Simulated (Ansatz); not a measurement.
`B[SiH](B)O` + H₂ → `B[SiH2]B` + H₂O at 400 K and 1 bar (hydrogenolysis of the Si–O bond).

Program: Ansatz. Geometries: PBE0-D4/def2-TZVP. ΔE: electronic, gas phase. CCSD(T)/CBS adds triple-zeta CCSD(T) − MP2 to the extrapolated MP2 energy (def2 sets, frozen cores). This one scheme is used for every species. Each species was taken in one conformer, which may not be the lowest.

```json
{"species": "`B[SiH](B)O`", "CCSD(T)/CBS energy (Eh)": "-417.41590", "H − E (kJ/mol)": "198.5", "S (J/(mol·K))": "375.9"}
{"species": "H₂", "CCSD(T)/CBS energy (Eh)": "-1.17544", "H − E (kJ/mol)": "38.0", "S (J/(mol·K))": "139.0"}
{"species": "`B[SiH2]B`", "CCSD(T)/CBS energy (Eh)": "-342.19118", "H − E (kJ/mol)": "176.9", "S (J/(mol·K))": "337.1"}
{"species": "H₂O", "CCSD(T)/CBS energy (Eh)": "-76.37941", "H − E (kJ/mol)": "69.8", "S (J/(mol·K))": "198.6"}
```

H − E and S are ideal-gas, rigid-rotor, harmonic terms from PBE0-D4/def2-TZVP, for one conformer and one mirror image of each species. The MP2-based limit puts H₂ 0.8 mEh under its directly extrapolated value; such offsets cancel only in part. 1 Eh = 2625.50 kJ/mol, R = 8.31446 J/(mol·K).

Task: By hand: ΔE, ΔH, ΔS and ΔG.

Result: ΔE = (-342.19118) + (-76.37941) − (-417.41590) − (-1.17544) = 0.02075 Eh = 54.5 kJ/mol. Δ(H − E) = 176.9 + 69.8 − 198.5 − 38.0 = 10.2, so ΔH = 64.7 kJ/mol. ΔS = 337.1 + 198.6 − 375.9 − 139.0 = 20.8 J/(mol·K). ΔG = 64.7 − 400 × (20.8)/1000 = 56.4 kJ/mol.

Task: By hand: the equilibrium constant, and the temperature at which ΔG would vanish if ΔH and ΔS stayed fixed.

Result: log₁₀ K = −ΔG/(RT ln 10) = -7.4. ΔG = 0 at ΔH/ΔS = 3111 K, far beyond where these terms or the molecules hold.

ΔH outweighs TΔS. A doubt of 5 kJ/mol in ΔE shifts log₁₀ K by 0.7 here. Other conformers and mirror images would add mixing entropy, several J/(mol·K) or more a flexible species. These are equilibria of isolated gas molecules and say nothing of rates. Largest T1 diagnostic: 0.015 (customary marks: 0.02 for closed shells, 0.045 for open ones).
